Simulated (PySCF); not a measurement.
**Molecular orbitals of InI⁺**

PBE0 at R = 3.375 Å; PySCF, scalar-relativistic core potentials, basis sets In cc-pVDZ-PP with ECP28, I cc-pVDZ-PP with ECP28. State: ²Π (doublet), unpaired electrons π ↑. Only the outer orbitals are listed, counted within each symmetry, core potentials removing the inner ones.

| spin | orbital | occ. | ε (eV) | on In (%) | main shells (%) |
| --- | --- | --- | --- | --- | --- |
| α | 7σ | 1 | -24.75 | 1 | 99 I s |
| α | 8σ | 1 | -15.34 | 82 | 82 In s, 17 I p |
| α | 5π | 1 | -14.08 | 1 | 99 I p |
| α | 9σ | 1 | -12.90 | 24 | 76 I p, 18 In s |
| α | 5π | 1 | -12.87 | 1 | 99 I p |
| α | 6π | 0 | -7.01 | 99 | 99 In p |
| α | 6π | 0 | -6.95 | 99 | 99 In p |
| α | 10σ | 0 | -6.36 | 93 | 93 In p |
| β | 7σ | 1 | -23.62 | 1 | 99 I s |
| β | 8σ | 1 | -15.29 | 86 | 86 In s, 13 I p |
| β | 9σ | 1 | -12.58 | 22 | 78 I p, 14 In s |
| β | 5π | 1 | -12.48 | 1 | 99 I p |
| β | 5π | 0 | -10.27 | 2 | 98 I p |
| β | 6π | 0 | -6.97 | 98 | 98 In p |
| β | 6π | 0 | -6.96 | 99 | 99 In p |

Q: Which are the highest filled and the lowest empty level, where do they sit, and how wide is the gap?

A: Highest filled β 5π at -12.48 eV (in %: 99 I p); lowest empty β 5π at -10.27 eV (in %: 98 I p); the gap at PBE0 is 2.21 eV. Both belong to one degenerate shell, split only by its one-sided filling, so this is no excitation gap.

The bond order (Mayer) is 0.36. The ⟨S²⟩ is 0.752, the charge on In (Mulliken, basis-dependent) is 0.81 and the charge on In (Löwdin, basis-dependent) is 0.72. The dipole moment (positive dipole points towards I; it is taken about the centre of mass and depends on that origin) is -4.85 D and the polarisability along the bond is 87.1 bohr³. The polarisability across the bond is 39.9 bohr³.

Spin–orbit coupling is left out. The state was picked by a PBE0 search and need not be the measured ground state.
